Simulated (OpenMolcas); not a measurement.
Tb2+: moving or changing the point charges

Tb2+ among 8 point charges of -2 e arranged as a cube (Oh), 2.42 Å from the ion.
```
   1.3972    1.3972    1.3972  -2.00
   1.3972    1.3972   -1.3972  -2.00
   1.3972   -1.3972    1.3972  -2.00
   1.3972   -1.3972   -1.3972  -2.00
  -1.3972    1.3972    1.3972  -2.00
  -1.3972    1.3972   -1.3972  -2.00
  -1.3972   -1.3972    1.3972  -2.00
  -1.3972   -1.3972   -1.3972  -2.00
```

```yaml
Program: OpenMolcas 26.06
Method: CASSCF
Basis: ANO-RCC-VDZP [7s6p4d2f1g]
Scalar_Hamiltonian: DKH2, point nucleus
Active_space: 9 electrons in 7 orbitals (4f)
State_averaging: 2S+1 = 6 odd, 21 roots; 2S+1 = 4 odd, 128 roots kept (CI in the orbitals of an earlier block, 108 in the spin-orbit step); 2S+1 = 2 odd, 119 roots kept (CI in the orbitals of an earlier block, 41 in the spin-orbit step)
Spin-orbit_coupling: state interaction with AMFI integrals over the reference wave functions
```

Runs around this geometry, states (labels of O, the rotations of Oh). Energies in cm-1 above the lowest state or level, χT in cm3 K/mol; under a threefold ground state the first gap can be a small split of the lowest multiplet, not the spin-orbit step.

| R (Å) | Ground state | First state of that spin | First gap with spin-orbit (degeneracies) | Width of lowest J | χT at 300 K |
| --- | --- | --- | --- | --- | --- |
| 2.42 | 6T1 | 6E 65.3 | 99.6 (4, 4) | 499 | 13.856 |
| 2.57 | 6T1 | 6E 40.9 | 72.4 (4, 4) | 353 | 13.957 |
| 2.8 | 6T1 | 6E 24.8 | 47.2 (4, 4) | 224 | 14.033 |

Taking the width of the lowest J multiplet as R^-n, n = -ln(224 / 499) / ln(2.8 / 2.42) = 5.5 between the shortest and longest distance.

High states are left out of the spin-orbit mixing, which shifts the levels that they would mix with. This is an electrostatic model: the charges have no orbitals. A group larger than the point group allows holds several states that coincide in this model. No measured value stands beside these numbers.
